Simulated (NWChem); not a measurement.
System: Si2NH5OF2; SMILES [SiH2](O[SiH](F)F)N

```xyz
11

Si     0.2215     1.3289     0.3248
F     -1.3800     1.2937     0.5200
F      0.4717     1.9289    -1.1472
O      0.8082    -0.1779     0.4221
Si     0.3086    -1.7847     0.3095
N     -0.7824    -2.1076    -0.9688
H      0.8227     2.2285     1.3188
H     -0.3732    -2.1154     1.5887
H      1.5553    -2.5598     0.0924
H     -0.4777    -2.1392    -1.9347
H     -1.7627    -1.8601    -0.8958
```
Atoms are numbered in this order, from 1.

Computed with NWChem. All runs use the structure optimised with PBE0/def2-SVP.

Among these, which level gives the highest value of “dipole (D)”?
A) B3LYP/def2-TZVPP
B) B3LYP/pcseg-1
C) B3LYP/3-21G
D) B3LYP/pcseg-2

B, B3LYP/pcseg-1. Values: B3LYP/pcseg-2 0.95; B3LYP/def2-TZVPP 0.95; B3LYP/3-21G 0.96; B3LYP/pcseg-1 1.04
